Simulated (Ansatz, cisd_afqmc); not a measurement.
System: BPH4, charge 0, singlet. BPH4 (SMILES BP).
B3LYP-D3(BJ)/def2-TZVP minimum from Ansatz (a first-principles code):
```xyz
6

B      0.0820    -0.4263    -1.2254
H     -0.6940    -0.0338    -2.0361
H      0.8531    -1.2898    -1.4957
P     -0.0924     0.1193     0.5419
H     -0.4032     1.4915     0.4814
H      1.2204     0.1734     1.0485
```

Total energies in cc-pV(D+d)Z, 12 correlated electrons, 6 frozen orbitals. Radicals and triplets start from unrestricted determinants; spin-orbit coupling is neglected. Cores are frozen in correlated methods. No relativity. The Monte Carlo rows (phaseless AFQMC, CISD trial, step 0.005/hartree) carry one-sigma bars that omit the constraint's bias. Outlying blocks are dropped, and bars are widened where a walk drifts. Over all cases where full CI ran beside it in this data, AFQMC minus full CI had a median of +0.1 mEh and passed +0.4 mEh in a tenth of the cases.

```
method         program         energy (Eh)  minus CCSDTQ (mEh)
----------  ----------  ------------------  ------------------
HF              Ansatz          -367.73025              262.58
MP2             Ansatz          -367.94271               50.11
CCSD            Ansatz          -367.98401                8.82
CCSD(T)         Ansatz          -367.99133                1.50
CCSDT(Q)        Ansatz          -367.99282                0.00
CCSDTQ          Ansatz          -367.99283                0.00
AFQMC/CISD  cisd_afqmc  -367.9930 ± 0.0003          -0.2 ± 0.3
```

Rough core times of Ansatz's runs on a shared machine: CCSD(T) under 20 s, CCSDT(Q) 40 s, CCSDTQ 40 min.
